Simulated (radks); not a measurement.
Task: The technetium ion Tc2+, [Kr] 4d5. All-electron calculation, non-relativistic Kohn-Sham, exchange-only PBE, spin-polarised, spherical densities, point nucleus. Program: a radial shooting solver on a logarithmic mesh with Libxc functionals. Every spin shell is full or empty, so the densities are truly spherical. Functionals are evaluated on that one density, not self-consistently. Rank these orbital-free kinetic functionals by their error against the exact value of the orbitals, and give that value: Thomas-Fermi, von Weizsacker, TF + vW, TF + vW/9, TF + vW/5, LC94, APBEK, revAPBEK, Perdew 92, Pearson, LKT, PG1, DePristo-Kress, Ernzerhof.

Result: Exact: 4203.51 hartree. From best to worst, with 100 (|E| - |E exact|)/|E exact| (equal figures are ties): DePristo-Kress -0.06, LC94 +0.08, APBEK +0.14, revAPBEK +0.34, Ernzerhof -0.37, Perdew 92 -0.66, TF + vW/9 -0.67, Pearson -0.96, TF + vW/5 +3.21, Thomas-Fermi -5.53, PG1 +16.05, LKT +20.37, TF + vW +38.18, von Weizsacker -56.28.
